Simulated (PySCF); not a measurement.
C₂H₇FGe. Atoms are numbered in the order given.

```xyz
11

Ge     0.5380     0.3995    -0.1722
F      1.2038    -0.8568     0.8636
C     -1.2346    -0.2336    -0.7095
C     -2.1309    -0.5624     0.4884
H      0.4799     1.6703     0.7026
H      1.5247     0.5525    -1.3483
H     -1.6868     0.5428    -1.3508
H     -1.0837    -1.1199    -1.3478
H     -1.6669    -1.3279     1.1295
H     -2.3111     0.3268     1.1146
H     -3.1128    -0.9435     0.1644
```

Geometry: B3LYP-D3(BJ)/def2-SVP. Other conformers were not sampled.

All values below come from PBE/pcSseg-1 (PySCF).

GIAO shieldings, no solvent; atoms listed in one row are averaged. δ = σ(ref) − σ: ⁷³Ge against GeH4 (σ = 1614.4 ppm); ¹⁹F against CFCl3 (σ = 133.6 ppm); ¹³C against TMS (σ = 182.0 ppm); ¹H against TMS (σ = 31.49 ppm), references at their B3LYP-D3(BJ)/def2-TZVP geometries, non-relativistic.

**Question.** Estimate the chemical shifts. (The exact figures need the calculation; the answer reports its results.)

**Answer.** 
| nucleus | atoms | count | δ (ppm) |
|---|---|---|---|
| ⁷³Ge | Ge1 | 1 | 400.2 |
| ¹⁹F | F2 | 1 | -279.5 |
| ¹³C | C3 | 1 | 18.8 |
| ¹³C | C4 | 1 | 12.3 |
| ¹H | H6 | 1 | 6.05 |
| ¹H | H5 | 1 | 5.87 |
| ¹H | H8 | 1 | 1.76 |
| ¹H | H9, H10, H11 | 3 | 1.63 |
| ¹H | H7 | 1 | 1.09 |
